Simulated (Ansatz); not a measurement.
Two isomers of CH7B2ClSi: A = `BC([SiH3])BCl`, B = `CB(Cl)B[SiH3]`.

Computed with Ansatz on PBE0-D4/def2-TZVP structures; ΔE is electronic, products minus reactants. CCSD(T)/CBS is the MP2 limit (def2-TZVPP, def2-QZVPP) plus CCSD(T) − MP2 in def2-TZVPP, frozen cores. DFT in def2-TZVPP. B3LYP here is the variant with VWN-RPA as its local correlation; programs differ in this. Each species was taken in one conformer, which may not be the lowest.

A:

Z-matrix (Å, degrees):
```
Si
C 1 1.914
B 1 2.468 2 38.7
H 1 1.481 2 107.9 3 -136.9
H 1 1.494 2 108.7 3 -19.4
H 1 1.480 2 111.7 3 100.3
B 2 1.530 1 106.8 3 -116.5
H 2 1.091 1 107.7 3 117.8
H 3 1.195 1 118.4 2 -108.0
H 3 1.198 1 97.8 2 122.2
Cl 7 1.754 2 120.9 1 -120.9
H 7 1.193 2 122.5 1 59.7
```

B:

Z-matrix (Å, degrees):
```
C
B 1 1.554
H 1 1.099 2 107.4
H 1 1.091 2 113.8 3 -118.5
H 1 1.093 2 112.2 3 116.4
Cl 2 1.783 1 118.9 3 -77.8
B 2 1.645 1 133.2 3 97.7
Si 7 2.013 2 121.9 1 -86.2
H 7 1.199 2 121.2 1 96.0
H 8 1.494 7 105.4 2 105.8
H 8 1.488 7 112.7 2 -136.7
H 8 1.488 7 114.1 2 -12.3
```

Q: Which is lower in electronic energy at CCSD(T)/CBS, and by how much? (Best estimate.)

A: Ansatz gave: A, by 15.0 kcal/mol.

Q: Give E(B) − E(A) in kcal/mol with B3LYP, MP2/def2-TZVPP, B3LYP-D4, PBE0-D4, ωB97M-V, CCSD/def2-TZVPP, CCSD(T)/def2-TZVPP. (Estimate.)

A: Computed: B3LYP 11.3, MP2/def2-TZVPP 18.4, B3LYP-D4 12.3, PBE0-D4 12.8, ωB97M-V 15.9, CCSD/def2-TZVPP 14.3, CCSD(T)/def2-TZVPP 15.0. None reverses the order clearly.

Largest T1 diagnostic: 0.013.

In def2-TZVPP, CCSD(T) changes the Hartree–Fock value by +2.9 kcal/mol (the triples alone add +0.7 kcal/mol) and MP2 by +6.2 kcal/mol. The D4 term adds +1.0 kcal/mol with B3LYP and +0.5 kcal/mol with PBE0; it sums over pairs of atoms, weighted by their polarisabilities, and B3LYP, whose exchange is more repulsive, gets the larger term.
